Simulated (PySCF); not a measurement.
**One molecule, many functionals**

Compound: potassium chloride, KCl.
Structure used (PBE0-D3(BJ)/def2-SVP), in Å, numbered top down from 1:
```
atom  x, y, z in Å
Cl1    1.3524   -0.0835    0.0077
K2    -1.3027   -0.0042   -0.0300
```

Linear-response calculations in the def2-SVPD basis (PySCF; singlets by full response, triplets Tamm–Dancoff, core orbitals frozen in the response; HF means time-dependent Hartree–Fock). 'Strongest' is the level of largest summed f among the singlets computed (10 roots, of which the last may lack a degenerate partner); it can jump between rows when another state enters that window. S1 is the lowest singlet of each run and needn't be the same state throughout; f(S1) is that of one state. Geometry: PBE0-D3(BJ)/def2-SVP; no solvent, vibrations or thermal averaging.

```tsv
functional	kind	S1 (eV)	f(S1)	strongest (eV)	T1 (eV)	HOMO (eV)	gap (eV)	ionisation energy, ΔSCF (eV)
LDA	LDA	3.22	0.007	3.54	3.19	-4.98	3.21	9.17
PBE	GGA	3.01	0.006	3.32	2.96	-4.84	3.00	8.90
B3LYP	global hybrid, 20% exact exchange	3.52	0.008	3.83	3.49	-5.86	4.23	8.88
PBE0	global hybrid, 25% exact exchange	3.88	0.009	4.17	3.84	-6.10	4.76	8.83
BHandHLYP	global hybrid, 50% exact exchange	4.40	0.013	6.08	4.36	-7.26	6.15	8.65
CAM-B3LYP	range-separated hybrid	4.24	0.015	4.53	4.20	-7.46	6.47	8.85
wB97X-D	range-separated hybrid	4.57	0.021	5.96	4.56	-7.93	7.64	8.88
LC-wPBE	range-separated hybrid	5.20	0.027	6.62	5.12	-8.85	8.44	8.84
HF	Hartree–Fock	5.62	0.028	6.96	5.50	-9.16	8.80	not settled
```

S1 runs from 3.01 eV (PBE) to 5.62 eV (HF), a spread of 2.60 eV, while the orbital gap spreads over 5.8 eV. Along PBE (0%), B3LYP (20%), PBE0 (25%), BHandHLYP (50%), HF (100%) S1 rises with the share of exact exchange. −ε(HOMO) comes closest to its own ΔSCF ionisation energy with LC-wPBE (+0.01 eV) and misses most with LDA (-4.19 eV). 'Not settled' means that the ion's SCF failed to converge or may have ended in another state than the lowest.
